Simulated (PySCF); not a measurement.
## Choosing a basis for TDDFT

Species: C3H7NSi.
Atom-mapped SMILES: `[CH3:1][C:2]#[C:3][SiH2:4][NH2:5]` (hydrogens: H6, H7, H8 on C1; H9, H10 on Si4; H11, H12 on N5)

TDDFT with PBE0 (PySCF), vertical singlets, core orbitals frozen in the response, spherical d and f functions. One conformer (not necessarily the lowest) at the PBE0-D3(BJ)/def2-SVP geometry, without solvent, vibrations or thermal averaging.

```tsv
basis	functions	diffuse	S1 (eV)	S2 (eV)	S3 (eV)	S4 (eV)	S5 (eV)	LUMO (eV)	α (au)
6-31G*	88	no	5.77	6.04	6.18	6.45	7.12	0.38	58.8
6-31+G*	108	yes	5.68	5.80	6.11	6.19	6.57	-0.27	66.9
def2-SVP	109	no	5.83	6.07	6.15	6.46	6.95	0.29	61.7
def2-SVPD	160	yes	5.76	5.97	6.10	6.35	6.95	-0.05	73.3
aug-cc-pVDZ	182	yes	5.68	5.78	6.05	6.15	6.38	-0.35	75.0
def2-TZVP	203	no	5.72	5.94	6.06	6.34	6.98	-0.02	69.5
def2-TZVPD	254	yes	5.67	5.85	6.02	6.21	6.64	-0.22	74.8
```

Task: How much do these states and the polarisability depend on the basis?

Result: States are compared by their number. Against the largest diffuse basis here (def2-TZVPD, itself not a converged limit), sets without diffuse functions differ by up to 0.16 eV in S1 and 0.48 eV in S5; the smaller diffuse sets differ by up to 0.09 and 0.31 eV. State by state, the largest deviation of a set without diffuse functions is S1 0.16, S2 0.22, S3 0.16, S4 0.24, S5 0.48 eV. The same number needn't mean the same state in each row. Against def2-TZVPD the polarisability deviates by -21% in 6-31G*, -10% in 6-31+G*, -18% in def2-SVP, -2% in def2-SVPD, 0% in aug-cc-pVDZ, -7% in def2-TZVP. A single + in a Pople set puts diffuse functions on heavy atoms only.
